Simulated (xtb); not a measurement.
C₃H₇Si, charge +2, quartet, geometry from GFN2-xTB of the parent state (a state made from the parent by changing its charge; the spin is typed, not shown lowest); xtb with GFN1-xTB.

Here is a job for xtb.
```
$ xtb mol.xyz --gfn 1 --chrg 2 --uhf 3 --json

# file mol.xyz
11

C      0.11008184    -1.24403197     0.51600597
C      1.21992691    -0.18829585     0.21906911
Si    -0.09074557     1.02551324    -0.42536765
C     -1.16186206    -0.46789349     0.05310847
H      0.06694008    -1.50207124     1.56988077
H      0.25692331    -2.15790036    -0.05177896
H      1.96256275    -0.52504064    -0.50385796
H      1.77426284     0.12497761     1.10343330
H     -0.20921425     2.36432470    -0.98068674
H     -1.88910843    -0.30506467     0.84817330
H     -1.70080852    -0.95508291    -0.75911796
```

Output, abridged:

```
   ID    Z sym.   atoms
    1    6 C      1, 2, 4
    2   14 Si     3
    3    1 H      5-11

           -------------------------------------------------
          |                Calculation Setup                |
           -------------------------------------------------

molecular fragmentation (1/2 indicates fragments):
11111211211
# atoms in fragment 1/2:     9     2
 fragment masses (1/2) :       69.16        2.02
CMA distance (Bohr)    :   0.979
constraining FC (au)   :  0.0500

           -------------------------------------------------
          |                 G F N 1 - x T B                 |
           -------------------------------------------------

          ...................................................
          :                      SETUP                      :
          :.................................................:
          :  # basis functions                  36          :
          :  # atomic orbitals                  35          :
          :  # shells                           23          :
          :  # electrons                        21          :
          :  # halogen bonds                     0          :
          :  max. iterations                   250          :
          :  Hamiltonian                  GFN1-xTB          :
          :  restarted?                      false          :
          :  GBSA solvation                  false          :
          :  PC potential                    false          :
          :  electronic temp.          300.0000000     K    :
          :  accuracy                    1.0000000          :
          :  -> integral cutoff          0.2500000E+02      :
          :  -> integral neglect         0.1000000E-07      :
          :  -> SCF convergence          0.1000000E-05 Eh   :
          :  -> wf. convergence          0.2000000E-04 e    :
          :  Broyden damping             0.4000000          :
          :  net charge                          2          :
          :  unpaired electrons                  3          :
          ...................................................

 iter      E             dE          RMSdq      gap      omega  full diag
   1    -10.6491379 -0.106491E+02  0.823E+00    1.27       0.0  T
   2    -10.6826635 -0.335256E-01  0.472E+00    0.67       1.0  T
   3    -10.6666205  0.160430E-01  0.106E+00    0.10       1.0  T
   4    -10.6769247 -0.103042E-01  0.195E+00    0.02       1.0  T
[...]
         :: total energy             -10.538363982971 Eh    ::
[...]
                  HL-Gap            0.0041936 Eh            0.1141 eV
             Fermi-level           -0.7628003 Eh          -20.7569 eV

  Mulliken/CM5 charges         n(s)   n(p)   n(d)
     1C    -0.00183 -0.10141   1.068  2.934  0.000
     2C     0.03225 -0.03656   1.107  2.861  0.000
     3Si    0.75062  0.56560   1.565  0.868  0.816
     4C     0.03225 -0.03656   1.107  2.861  0.000
     5H     0.14761  0.20295   0.852  0.000  0.000
     6H     0.14761  0.20295   0.852  0.000  0.000
     7H     0.16407  0.22035   0.836  0.000  0.000
     8H     0.16407  0.22035   0.836  0.000  0.000
     9H     0.23521  0.32163   0.765  0.000  0.000
    10H     0.16407  0.22035   0.836  0.000  0.000
    11H     0.16407  0.22035   0.836  0.000  0.000

Wiberg/Mayer (AO) data.
largest (>0.10) Wiberg bond orders for each atom

 ---------------------------------------------------------------------------
     #   Z sym  total        # sym  WBO       # sym  WBO       # sym  WBO
 ---------------------------------------------------------------------------
     1   6 C    3.935 --     4 C    0.944     2 C    0.944     5 H    0.921
                             6 H    0.921     3 Si   0.162
     2   6 C    3.627 --     1 C    0.944     7 H    0.887     8 H    0.887
                             3 Si   0.732     4 C    0.116
     3  14 Si   2.641 --     2 C    0.732     4 C    0.732     9 H    0.705
                             1 C    0.162
     4   6 C    3.627 --     1 C    0.944    10 H    0.887    11 H    0.887
                             3 Si   0.732     2 C    0.116
     5   1 H    0.982 --     1 C    0.921
     6   1 H    0.982 --     1 C    0.921
     7   1 H    0.981 --     2 C    0.887
     8   1 H    0.981 --     2 C    0.887
     9   1 H    0.819 --     3 Si   0.705
    10   1 H    0.981 --     4 C    0.887
    11   1 H    0.981 --     4 C    0.887
 ---------------------------------------------------------------------------

Topologies differ in total number of bonds
Writing topology from bond orders to xtbtopo.mol

 dipole moment from electron density (au)
     X       Y       Z
  -0.0963   1.0882  -0.4514  total (Debye):    3.004

           -------------------------------------------------
          | TOTAL ENERGY              -10.538363982971 Eh   |
          | GRADIENT NORM               0.112286374536 Eh/α |
          | HOMO-LUMO GAP               0.114114652835 eV   |
           -------------------------------------------------

normal termination of xtb
```
